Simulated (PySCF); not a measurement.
# Relaxation of quartet MnSCl₂

Computed with UPBE/[Mn def2-SVP, S def2-SVP, Cl def2-SVP], no relativity, density fitting, PySCF. A (50,194) grid was used.

A hand-made trigonal planar start, of C2v symmetry, held to at least that symmetry:

```xyz
4
charge 0 multiplicity 4, angstrom
Mn   -0.0402   -0.0696    0.0000
S    -1.0352   -1.7930    0.0000
Cl    2.1398   -0.0696    0.0000
Cl   -1.1302    1.8183    0.0000
```

(1) What forces act on the atoms at the start (eV/Å)?

(2) What does it relax to?

(3) How much energy is released, and in how many steps?

Results:

(1) 
```tsv
atom	Fx	Fy	Fz
Mn1	0.71	1.25	0.00
S2	-0.19	-0.33	0.00
Cl3	-0.71	-0.20	0.00
Cl4	0.19	-0.72	0.00
```

(2) It ends at C2v with Mn–Cl 2.128 Å (×2), Mn–S 2.008 Å; Cl–Mn–Cl 130.0°, Cl–Mn–S 115.0° (×2). The frequency run here used a shortcut that can spoil soft modes, so no verdict on minimum or saddle point is given.

(3) 7.8 kJ/mol in 5 steps.

The determinant is spin-contaminated (⟨S²⟩ = 3.96, pure value 3.75). Open d and f shells are described by one determinant, and the ground state may have another occupation or spin.

The relaxation took roughly 60 core-seconds on a shared host.
